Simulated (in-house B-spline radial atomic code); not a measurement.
Re²⁺. Computed with a B-spline radial atomic code. Model: non-relativistic spherical atom: semilocal Troullier-Martins pseudo-atom, one channel per l, against all electrons, high spin, G0W0 and RPA with empty states to l = 8, local potential for every l without a channel, a model core (radius 0 = none) keeps its share of the functional.

Without relativity these are model numbers for so heavy an element.

What the tables leave out is listed at the end.

The pseudopotential gives back the lowest level of each angular momentum of its own functional in the configuration it was made in; a second state of the same l is only approximately right. Exact exchange, RPA and GW see the smooth pseudo-orbitals and miss the exchange with the core, for which the functional's share stands in. The column with an uncorrelated core keeps all orbitals and exact exchange, and so separates missing core correlation from pseudisation. Only the three outermost levels and the lowest empty one were computed. RPA here is direct RPA, with no exchange kernel, and its energies carry an (l + 1/2)⁻⁴ tail. A hybrid on a potential with a model core restores only its own semilocal share of the core's exchange.

Command:
```bash
python run_psgw.py task.json out
```
Settings (lengths in bohr, energies in hartree):
```
Z                      75
electrons              73
configuration          [Xe] 4f14 5d5
generated_in           [Xe] 4f14 5d5 6s2
functional             lda,vwn
core_shells            9
radius_factor          1.15
core_correction        False
```

Cost of the run: 68 s on 1 thread of Arm Neoverse N1, on a shared host.

Given: made with LDA VWN5; model core radius 0 bohr; local radius 1.243 bohr; mean-field start PBE0.

Valence shells of the generating configuration: 5s, 4f, 5p, 5d, 6s.

Channel: s 1.18, p 1.253, d 1.596, f 1.599 (radii in bohr).

Computed: largest level miss in the spin-unpolarised generating configuration 0.074 eV; valence RPA correlation energy pseudo -2.421 hartree; all-electron RPA polarisability, core included 8.0611 bohr³; pseudo-atom RPA polarisability 7.7016 bohr³.

```csv
level,occupied,mean-field all-electron (eV),mean-field pseudo minus all (eV),G0W0 all-electron (eV),G0W0 uncorrelated core minus all (eV),G0W0 pseudo minus all (eV),exchange self-energy all-electron (eV),exchange self-energy pseudo (eV)
5d up,1,-25.016,-0.26,-29.444,-0.052,-0.619,-29.351,-28.861
5p down,1,-60.018,-0.132,-64.945,-0.062,-0.862,-38.271,-35.078
5d down (empty),0,-18.039,-0.198,-15.057,-0.034,-0.343,-10.749,-10.095
```

**Question.** What is the valence RPA correlation energy all-electron orbitals?

**Answer.** -1.8723 hartree.

Given: mean-field start Hartree-Fock.

Computed: valence RPA correlation energy all-electron orbitals -1.6919 hartree; all-electron RPA polarisability, core included 6.0862 bohr³; pseudo-atom RPA polarisability 5.2773 bohr³.

```csv
level,occupied,mean-field all-electron (eV),mean-field pseudo minus all (eV),G0W0 all-electron (eV),G0W0 uncorrelated core minus all (eV),G0W0 pseudo minus all (eV),exchange self-energy all-electron (eV),exchange self-energy pseudo (eV)
5d up,1,-29.302,-1.233,-29.67,-0.046,-0.246,-29.541,-30.48
5p down,1,-65.206,-0.227,-65.299,-0.05,-0.215,-37.821,-35.244
6s up (empty),0,-13.488,0.153,-14.574,0.004,0.213,-3.5534,-2.9303
```

**Question.** What is the valence RPA correlation energy pseudo?

**Answer.** -2.2531 hartree.

Among the listed levels the largest G0W0 shift of the pseudo-atom is -0.86 eV, for 5p down on the PBE0 start, while leaving the core uncorrelated moves that level by -0.06 eV. So pseudisation and the lost core exchange, not the missing core correlation, make the error. Not in the tables (levels of low weight, unsolved or above zero; the highest and the empty levels are kept at any weight): on LDA, a start not tabulated, the G0W0 levels 5d up (pseudo minus all -1.87 eV, weights 0.84 and 0.19), 5p down (pseudo minus all -1.06 eV, weights 0.84 and 0.84), 5p up (pseudo minus all -1.51 eV, weights 0.07 and 0.06), 5d down (pseudo minus all -0.48 eV, weights 0.72 and 0.54); on PBE0 the G0W0 levels 5p up (pseudo minus all -2.46 eV, weights 0.09 and 0.06).
